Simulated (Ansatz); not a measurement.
Basis-set extrapolation for C$_{5}$H$_{5}$F$_{3}$O$_{3}$, SMILES `COC(=O)CC(=O)C(F)(F)F` (PBE0-D4/def2-TZVP geometry, frozen core, the Gaussian-basis code of Ansatz). Multiplicity 1, RHF reference.

```tsv
	def2-TZVPP	def2-QZVPP
HF	-715.471769	-715.502904
MP2 correlation	-2.224356	-2.404181
CCSD(T) correlation	-2.336406	not run
```

Energies in hartree. Use E(X) = E(∞) + A·exp(−7.88·√X) for Hartree–Fock and E(X) = E(∞) + B·X^(−2.97) for correlation, with X = 3 and 4, and add CCSD(T) minus MP2 of the smaller set to the MP2 limit.

**Question.** What is the CCSD(T) energy at the basis-set limit?

**Answer.** HF limit: -715.502904 + (-0.031135) × 0.13774 = -715.50719. MP2 limit: -2.404181 + (-0.179825) × 0.74074 = -2.53738. Higher-order term: -2.336406 − (-2.224356) = -0.11205. Total: -718.15662 hartree, 218.7 kcal/mol below CCSD(T)/def2-TZVPP.
